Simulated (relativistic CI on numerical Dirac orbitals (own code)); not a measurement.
Calculated at this level of theory: Dirac-Coulomb-Breit CI, KLI orbitals optimised for each configuration, QED by a radiative potential, valence Slater integrals scaled by 0.85, P86 correlation estimate, and configurations built on the next ion tied to the tabulated ionisation energy (semi-empirical) (own radial code, finite nucleus).

Configurations in the expansion (outside the closed core [Xe] 4f14): 5d10.6s, 5d9.6s2, 5d10.6p, 5d9.6s.6p, 5d10.7s, 5d10.7p, 5d10.6d, 5d10.5f, 5d10.6f, 5d10.8s, 5d10.8p, 5d10.7d, 5d8.6s.6p2, 5d10.5g, 5d10.8d, 5d10.6g, 5d8.6s2.6p, 5d9.6s.8s, 5d9.6s.8p, 5d9.6s.5f, 5d9.6s.7d, 5d9.6s.7s, 5d9.6s.5g, 5d9.6s.6f. Levels of other configurations are missing.

Configurations that consist of the next ion and one excited electron were tied to the tabulated ionisation energy; Rydberg ones are usually within 1,000 to 3,000 cm⁻¹ and the lowest ones within about 6,000 (9,000 in d shells), while levels on excited terms of the next ion carry the error of that term, and the other configurations can be misplaced by 10,000 cm⁻¹ or more. Rates follow the energies as ν³ (E1, M1) or ν⁵ (E2), so rates, branching and lifetimes can be off by large factors. The fine structure of a lone outer electron comes out too small, for d and f at times inverted, and misplaced configurations move strength between like terms. 8 of the 19 excited levels that our extract of the measured tables holds in this range could be paired (the sources list more); they are missed by 1985 cm⁻¹ on average and 4473 at most, and levels without a partner can miss by more.

Outline of the computed level scheme of Au I. Lowest level of each configuration: 5d10.6s 2S_1/2 at 0.0000 eV; 5d9.6s2 2D_5/2 at 1.4733 eV; 5d9.6s.6p 4P°_5/2 at 4.8047 eV; 5d10.6p 2P°_1/2 at 4.8717 eV; 5d10.7s 2S_1/2 at 6.7271 eV; 5d10.7p 2P°_1/2 at 7.5501 eV; 5d10.6d 2D_3/2 at 7.5731 eV; 5d9.6s.7s 4D_7/2 at 7.7840 eV; 5d10.8s 2S_1/2 at 8.0028 eV.

Some strong electric-dipole decays among the lowest 35 levels: 5d10.7p 2P°_3/2 → 5d10.6s 2S_1/2 (8.2e+08 s⁻¹); 5d10.6p 2P°_3/2 → 5d10.6s 2S_1/2 (2.6e+08 s⁻¹); 5d10.6p 2P°_1/2 → 5d10.6s 2S_1/2 (2.4e+08 s⁻¹); 5d10.6d 2D_5/2 → 5d10.6p 2P°_3/2 (8.6e+07 s⁻¹); 5d10.6d 2D_3/2 → 5d10.6p 2P°_1/2 (8.4e+07 s⁻¹); 5d10.7p 2P°_1/2 → 5d10.6s 2S_1/2 (6.1e+07 s⁻¹); 5d10.7s 2S_1/2 → 5d10.6p 2P°_3/2 (4.0e+07 s⁻¹); 5d10.7s 2S_1/2 → 5d10.6p 2P°_1/2 (2.6e+07 s⁻¹).

Rates of lines that live on the mixing of spin multiplicities can be off by large factors.

LS names give the leading component of a level, which can be under half, so a name can repeat, a term be missing and a line seem to break the LS rules.
